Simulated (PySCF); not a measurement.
Species: zinc hydride isocyanide, CHNZn (singlet state).
SMILES with atom numbers: `[C-:1]#[N+:2][ZnH:3]` (hydrogens: H4 on Zn3)

Computed, not measured: core-valence-separated Tamm–Dancoff BHandHLYP/aug-pcX-1 (pcseg-1 on H, def2-SVPD on Zn) in PySCF, non-relativistic, gas phase, PBE0-D3(BJ)/def2-SVP geometry. BHandHLYP without relativity tends to put these K edges a few eV too low, so spacings mean more than positions.

Question: List the nitrogen K-edge absorption lines.

Answer: 
```tsv
E (eV)	f	core hole on	main final orbital	polarisation
397.96	0.0695	N2	spread (2 roots, f summed)	across the axis
399.00	0.0140	N2	LUMO+2 (87 %)	along the axis
399.38	0.0338	N2	LUMO/LUMO+1 (2 roots, f summed)	across the axis
402.10	0.0012	N2	LUMO+6 (58 %)	along the axis
402.70	0.0005	N2	LUMO+5 (96 %)	–
```

The first line with a tenth or more of the strongest one's intensity is at 397.96 eV (f = 0.069, sum of 2), with the hole on N2 (isocyanide nitrogen), polarised across the axis. It is also the strongest listed.

Question: Give energies, oscillator strengths and core holes at the C K edge.

Answer: 
| E (eV) | f | core hole on | main final orbital | polarisation |
| --- | --- | --- | --- | --- |
| 282.64 | 0.1547 | C1 | LUMO/LUMO+1 (2 roots, f summed) | across the axis |
| 286.41 | 0.0048 | C1 | LUMO+2 (96 %) | along the axis |
| 286.66 | 0.0041 | C1 | LUMO/LUMO+1 (2 roots, f summed) | across the axis |
| 287.94 | 0.0013 | C1 | LUMO+6 (71 %) | along the axis |

The first line with a tenth or more of the strongest one's intensity is at 282.64 eV (f = 0.155, sum of 2), with the hole on C1 (isocyanide carbon), polarised across the axis. It is also the strongest listed.

Roots within 0.03 eV whose holes lie on the same, on equivalent or on shared atoms are summed into one line, and the highest roots are left out, as the search may have cut off their partners. Final orbitals are the ground state's empty Kohn–Sham orbitals. A dash: too weak, shared between unlike atoms, or no plane or axis to refer to.

Question: What length of transition dipole belongs to the line at 399.00 eV?

Answer: From f = (2/3) ΔE |μ|² in atomic units, with ΔE = 14.663 Eh and f = 0.0140: |μ| = 0.038 au = 0.10 D.

The list ends where the root search ended, not at a threshold.
